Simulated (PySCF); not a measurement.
HSi, SMILES [SiH] (connectivity only; charge and spin as stated), charge +1, multiplicity 1. Heavy atoms are numbered as in [SiH:1]. Hydrogens are named by the atom that carries them.

Geometry: r2SCAN-D4/def2-TZVPD.

The numbers are results of PBE/pcSseg-2 (PySCF), not measurements.

GIAO shieldings, no solvent; atoms alike by connectivity are averaged. δ = σ(ref) − σ: ²⁹Si against TMS (σ = 324.1 ppm); ¹H against TMS (σ = 31.47 ppm), references at their B3LYP-D3(BJ)/def2-TZVP geometries, non-relativistic.

Q: Estimate the chemical shifts. (Estimate from the structure and the level; the computed values follow.)

A: 
```csv
nucleus,atoms,count,δ (ppm)
²⁹Si,Si1 (SiH),1,882.3
¹H,H on Si1,1,8.37
```
